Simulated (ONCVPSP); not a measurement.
What one change does to a pseudopotential (Mg (Z = 12), ONCV)

* Element: magnesium (Mg)
* Generator: ONCVPSP 4.0.1
* Type: optimised norm-conserving Vanderbilt (ONCV)
* Functional: LDA (Perdew-Wang 92)
* Relativity: scalar-relativistic
* Frozen core: [He]
* Valence charge: 10
* Reference configuration: 2s2 2p6 3s1 (charge +1)
* Partial waves: 2s+3s: rc 1.10 bohr, ncon 4, nbas 7, qcut 11 1/bohr, 2 projectors; 2p: rc 0.70 bohr, ncon 4, nbas 7, qcut 15.9 1/bohr, 1 projector; d scattering state at 0.46 Ha: rc 0.70 bohr, ncon 3, nbas 7, qcut 13.1 1/bohr, local
* Local potential: the d channel
* Core correction: Teter function fitted to the true core (icmod 2), fcfact 0.3

All-electron outer shells of the reference configuration (LDA (PZ), scalar-relativistic, ld1.x):

| shell | level (eV) | outermost node (bohr) | outermost maximum (bohr) |
| --- | --- | --- | --- |
| 1s | -1262.68 | – | 0.09 |
| 2s | -88.40 | 0.18 | 0.55 |
| 2p | -55.81 | – | 0.48 |
| 3s | -11.53 | 0.90 | 2.35 |

Change: s: qcut 11.6.

Cutoffs: the cutoffs (Ha) at which the residual kinetic energy of the hardest occupied pseudo-wave falls to 1 and 0.1 mHa per electron; they do not see the model core or the augmentation charge, which bear on the density cutoff. Errors are all-electron minus pseudo energies relative to the spin-unpolarised reference configuration.

Task: How do hardness, ghosts and transferability respond?

Result: The potential gets neither clearly harder nor softer (116 Ha and 238 Ha → 116 Ha and 238 Ha); the p channel sets the loose cutoff, while the largest relative change is in s, which becomes harder; the errors of the 4 common tests hardly move; neither file shows a bound ghost.

| quantity | base | changed |
| --- | --- | --- |
| cutoff, loose | 116 Ha | 116 Ha |
| cutoff, tight | 238 Ha | 238 Ha |
| loose cutoff by channel | s 21 Ha, p 116 Ha | s 29 Ha, p 116 Ha |
| bound ghosts | none | none |
| GHOST(+) flags under 300 eV | none | none |
| error for 2s2 2p6 3s2, meV [ΔE -8.07 eV] | 0.0 | 0.0 |
| error for 2s2 2p6 3s0, meV [ΔE 15.04 eV] | -0.3 | -0.3 |
| error for 2s2 2p6 3s1.5, meV [ΔE -4.88 eV] | 0.0 | 0.0 |
| error for 2s1 2p6 3s2, meV [ΔE 82.85 eV] | -122 | -116 |
| s: phases at 1.11 bohr within 0.05 rad from the reference energy up to (Ha; the scan ends near 5) | to the end of the scan | to the end of the scan |
| p: phases at 0.71 bohr within 0.05 rad from the reference energy up to (Ha; the scan ends near 5) | to the end of the scan | to the end of the scan |
| d: phases at 0.71 bohr within 0.05 rad from the reference energy up to (Ha; the scan ends near 5) | to the end of the scan | to the end of the scan |
| rms error of d²Exc/dni dnj with the model core, mHa | 1.58 | 1.57 |
